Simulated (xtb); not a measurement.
C2H6OS, charge +1, doublet, at a GFN2-xTB geometry (a state made from the parent by changing its charge; the spin is typed, not shown lowest); GFN2-xTB run with xtb.

Input for xtb:
```
$ xtb mol.xyz --gfn 2 --chrg 1 --uhf 1 --acc 1000 --json

# file mol.xyz
10

C     -1.30956027     0.64165426    -0.78188424
S      0.00505826    -0.41669803    -0.07959067
C      1.54492139     0.56256668    -0.18640788
O     -0.28988667    -0.66512662     1.30126565
H     -2.25756047     0.11057683    -0.72631947
H     -1.06745328     0.86084288    -1.81688002
H     -1.37449429     1.55165765    -0.18678638
H      1.41487689     1.47437405     0.39510721
H      2.36213553    -0.01741859     0.23740007
H      1.74849007     0.78282306    -1.22944318
```

What the program printed (banner, timings and long lists left out):

```
   ID    Z sym.   atoms
    1    6 C      1, 3
    2   16 S      2
    3    8 O      4
    4    1 H      5-10

           -------------------------------------------------
          |                Calculation Setup                |
           -------------------------------------------------

           -------------------------------------------------
          |                 G F N 2 - x T B                 |
           -------------------------------------------------

          ...................................................
          :                      SETUP                      :
          :.................................................:
          :  # basis functions                  28          :
          :  # atomic orbitals                  27          :
          :  # shells                           15          :
          :  # electrons                        25          :
          :  max. iterations                   250          :
          :  Hamiltonian                  GFN2-xTB          :
          :  restarted?                      false          :
          :  GBSA solvation                  false          :
          :  PC potential                    false          :
          :  electronic temp.          300.0000000     K    :
          :  accuracy                 1000.0000000          :
          :  -> integral cutoff          0.2000000E+02      :
          :  -> integral neglect         0.1000000E-04      :
          :  -> SCF convergence          0.1000000E-02 Eh   :
          :  -> wf. convergence          0.1000000E+00 e    :
          :  Broyden damping             0.4000000          :
          :  net charge                          1          :
          :  unpaired electrons                  1          :
          ...................................................

 iter      E             dE          RMSdq      gap      omega  full diag
   1    -14.2450771 -0.142451E+02  0.537E+00    6.46       0.0  T
   2    -14.2594686 -0.143915E-01  0.266E+00    6.21       1.0  T
   3    -14.2610826 -0.161395E-02  0.897E-01    6.12       1.0  T
   4    -14.2611755 -0.929577E-04  0.222E-01    6.08       1.0  T
   5    -14.2612769 -0.101357E-03  0.107E-01    6.10       1.0  T

   *** convergence criteria satisfied after 5 iterations ***

         :::::::::::::::::::::::::::::::::::::::::::::::::::::
         ::                     SUMMARY                     ::
         :::::::::::::::::::::::::::::::::::::::::::::::::::::
         :: total energy             -14.121244241261 Eh    ::
         :: gradient norm              0.001603101267 Eh/a0 ::
         :: HOMO-LUMO gap              6.096756409142 eV    ::
         ::.................................................::
         :: SCC energy               -14.261274210056 Eh    ::
         :: -> isotropic ES            0.126250964692 Eh    ::
         :: -> anisotropic ES         -0.006879159438 Eh    ::
         :: -> anisotropic XC          0.007900943511 Eh    ::
         :: -> dispersion             -0.004253099483 Eh    ::
         :: repulsion energy           0.140029968795 Eh    ::
         :: add. restraining           0.000000000000 Eh    ::
         :: total charge               1.000000000000 e     ::
         :::::::::::::::::::::::::::::::::::::::::::::::::::::

           -------------------------------------------------
          |                Property Printout                |
           -------------------------------------------------

    * Orbital Energies and Occupations

         #    Occupation            Energy/Eh            Energy/eV
      -------------------------------------------------------------
         1        2.0000           -1.0065008             -27.3883
         2        2.0000           -0.8804084             -23.9571
         3        2.0000           -0.8274280             -22.5155
         4        2.0000           -0.8091550             -22.0182
         5        2.0000           -0.7485672             -20.3695
         6        2.0000           -0.7478194             -20.3492
         7        2.0000           -0.7443380             -20.2545
         8        2.0000           -0.7025037             -19.1161
         9        2.0000           -0.7019708             -19.1016
        10        2.0000           -0.6947480             -18.9051
        11        2.0000           -0.6916673             -18.8212
        12        2.0000           -0.6550068             -17.8236
        13        1.0000           -0.6084274             -16.5562 (HOMO)
        14                         -0.3843757             -10.4594 (LUMO)
        15                         -0.3723835             -10.1331
        16                         -0.3430222              -9.3341
        17                         -0.1838473              -5.0027
        18                         -0.1525786              -4.1519
        19                         -0.1122988              -3.0558
        20                         -0.0480122              -1.3065
        21                         -0.0429224              -1.1680
        22                          0.0049120               0.1337
        23                          0.0055307               0.1505
        24                          0.0408208               1.1108
       ...                                ...                  ...
        27                          0.7994540              21.7543
      -------------------------------------------------------------
                  HL-Gap            0.2240517 Eh            6.0968 eV
             Fermi-level           -0.5640593 Eh          -15.3488 eV

     #   Z          covCN         q      C6AA      α(0)
     1   6 C        3.743    -0.188    24.273     7.029
     2  16 S        2.797     0.843   111.287    17.755
     3   6 C        3.743    -0.188    24.273     7.029
     4   8 O        0.860    -0.346    20.638     6.091
     5   1 H        0.925     0.150     1.390     1.844
     6   1 H        0.925     0.136     1.492     1.910
     7   1 H        0.925     0.154     1.364     1.826
     8   1 H        0.925     0.154     1.364     1.826
     9   1 H        0.925     0.150     1.390     1.844
    10   1 H        0.925     0.136     1.492     1.910

 Mol. C6AA /au·bohr⁶  :       1021.258429
 Mol. C8AA /au·bohr⁸  :      29367.256014
 Mol. α(0) /au        :         49.063773

Wiberg/Mayer (AO) data.
largest (>0.10) Wiberg bond orders for each atom

 ---------------------------------------------------------------------------
     #   Z sym  total        # sym  WBO       # sym  WBO       # sym  WBO
 ---------------------------------------------------------------------------
     1   6 C    3.911 --     6 H    0.963     5 H    0.954     7 H    0.932
                             2 S    0.873
     2  16 S    3.771 --     4 O    1.921     1 C    0.873     3 C    0.873
     3   6 C    3.911 --    10 H    0.963     9 H    0.954     8 H    0.932
                             2 S    0.873
     4   8 O    2.160 --     2 S    1.921
     5   1 H    0.977 --     1 C    0.954
     6   1 H    0.981 --     1 C    0.963
     7   1 H    0.976 --     1 C    0.932
     8   1 H    0.976 --     3 C    0.932
     9   1 H    0.977 --     3 C    0.954
    10   1 H    0.981 --     3 C    0.963
 ---------------------------------------------------------------------------

Topologies differ in total number of bonds
Writing topology from bond orders to xtbtopo.mol

molecular dipole:
                 x           y           z       tot (Debye)
 q only:        0.330       0.673      -1.493
   full:        0.316       0.730      -1.420       4.138
molecular quadrupole (traceless):
                xx          xy          yy          xz          yz          zz
 q only:        5.587      -0.342      -0.971       2.248       0.705      -4.616
  q+dip:        5.373      -0.459      -0.664       2.240       1.334      -4.709
   full:        5.559      -0.439      -0.388       2.379       1.245      -5.171

           -------------------------------------------------
          | TOTAL ENERGY              -14.121244241261 Eh   |
          | GRADIENT NORM               0.001603101267 Eh/α |
          | HOMO-LUMO GAP               6.096756409142 eV   |
           -------------------------------------------------

normal termination of xtb
```
